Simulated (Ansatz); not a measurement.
Harmonic frequencies (cm⁻¹) at PBE0-D4/def2-TZVP from Ansatz: 130, 136, 162, 194, 215, 231, 273, 406, 535, 708, 764, 800, 813, 912, 1282, 1439, 1442, 2694, 3056, 3142, 3158.

Each molecule was computed in one conformer, which needn't be the lowest.

Problem. Which molecule is it?
A. `C#CC(=O)[SiH3]`
B. `O=[CH][GaH][SiH3]`
C. `OC1(F)BC1`
D. `C[Si](F)(S)Br`

Solution. D.
